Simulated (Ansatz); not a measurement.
System: PH (charge 0, triplet). 
Coordinates optimised at B3LYP-D3(BJ)/def2-TZVP (Ansatz, a quantum-chemistry and plane-wave program):
SMILES: [PH]
```xyz
2

P      0.0000     0.0000    -0.0893
H      0.0000     0.0000     1.3392
```
Charge 0, spin multiplicity 3.

Parts of the frozen-core correlation energy in cc-pV(D+d)Z (Ansatz, hartree). Frozen orbitals: 5; correlated occupied orbitals by spin: 4 and 2; virtual: 19 and 21. Open shells are spin-unrestricted. No spin-orbit coupling. Non-relativistic.

```
term                            value
-------------------------  ----------
reference (HF)             -341.28812
MP2 opposite-spin            -0.06509
MP2 same-spin                -0.01747
CCSD correlation             -0.10621
(T)                          -0.00207
CCSDT minus CCSD(T)          -0.00053
CCSDT(Q) minus CCSD(T)       -0.00061
T1 diagnostic                   0.016
largest doubles amplitude       0.066
<S^2> of the reference          2.023
```
